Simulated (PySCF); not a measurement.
ethylchlorosilane: 4 charge schemes on one density

Compound: ethylchlorosilane, C2H7ClSi.
Geometry (PBE0-D3(BJ)/def2-SVP, Å), atoms numbered from 1 in this order:
```
atom  x, y, z in Å
C1    -1.468    0.028   -0.034
C2    -0.108   -0.646   -0.198
Si3    1.330    0.483    0.207
Cl4    3.110   -0.548   -0.079
H5    -1.570    0.906   -0.692
H6    -1.630    0.373    1.000
H7    -2.291   -0.660   -0.280
H8     0.034   -1.007   -1.231
H9    -0.025   -1.536    0.448
H10    1.346    1.680   -0.684
H11    1.283    0.934    1.629
```

Density: PBE0/pcSseg-1 (PySCF); schemes: Mulliken, IAO, Hirshfeld and ESP-fitted. One conformer (not necessarily the lowest) at the PBE0-D3(BJ)/def2-SVP geometry, without solvent, vibrations or thermal averaging.

Problem. Tabulate the Mulliken, IAO, Hirshfeld and ESP-fitted charges.

Solution. In e; atoms taken as equivalent share a row and are averaged (×n: the atom named and its like, n in all):

```json
{"atom": "C1", "environment": "methyl carbon", "Mulliken": "-0.310", "IAO": "-0.405", "Hirshfeld": "-0.109", "ESP-fitted": "-0.228"}
{"atom": "C2", "environment": "sp3 carbon bound to silicon", "Mulliken": "-0.569", "IAO": "-0.547", "Hirshfeld": "-0.156", "ESP-fitted": "-0.023"}
{"atom": "Si3", "environment": "chlorine-bound silicon", "Mulliken": "+0.685", "IAO": "+0.802", "Hirshfeld": "+0.351", "ESP-fitted": "+0.294"}
{"atom": "Cl4", "environment": "silicon-bound chlorine", "Mulliken": "-0.356", "IAO": "-0.330", "Hirshfeld": "-0.151", "ESP-fitted": "-0.222"}
{"atom": "H5/H6/H7", "environment": "methyl hydrogen", "Mulliken": "+0.126", "IAO": "+0.140", "Hirshfeld": "+0.042", "ESP-fitted": "+0.069"}
{"atom": "H8/H9", "environment": "methylene hydrogen", "Mulliken": "+0.157", "IAO": "+0.152", "Hirshfeld": "+0.044", "ESP-fitted": "+0.041"}
{"atom": "H10/H11", "environment": "Si–H hydrogen", "Mulliken": "-0.071", "IAO": "-0.123", "Hirshfeld": "-0.075", "ESP-fitted": "-0.054"}
```

Mean size of the charges over all atoms: IAO 0.278 e, Mulliken 0.250 e, ESP-fitted 0.106 e, Hirshfeld 0.103 e. Each set sums to the total charge, 0, to within 0.001 e. The Hirshfeld scheme weights the molecular density at each point by an atom's share of the summed free-atom densities.

Lowest charge. The schemes don't all agree: Mulliken C2 (-0.569); IAO C2 (-0.547); Hirshfeld C2 (-0.156); ESP-fitted C1 (-0.228).

Highest charge. All schemes agree: Mulliken Si3 (+0.685); IAO Si3 (+0.802); Hirshfeld Si3 (+0.351); ESP-fitted Si3 (+0.294).

Problem. Sum the charges by element, for elements with more than one atom.

Solution. 
```csv
element,atoms,Mulliken,IAO,Hirshfeld,ESP-fitted
C,2,-0.879,-0.952,-0.265,-0.251
H,7,+0.550,+0.479,+0.064,+0.179
```

Problem. How many electrons does the ESP-fitted scheme count on Si3?

Solution. Z − q = 14 − (+0.294) = 13.706.

Problem. How closely do the schemes follow one another over all atoms?

Solution. Correlation coefficient and root-mean-square difference: Mulliken with IAO 0.99, 0.052 e; IAO with Hirshfeld 0.98, 0.220 e; Mulliken with Hirshfeld 0.96, 0.193 e; Hirshfeld with ESP-fitted 0.90, 0.063 e; IAO with ESP-fitted 0.88, 0.239 e; Mulliken with ESP-fitted 0.84, 0.216 e.
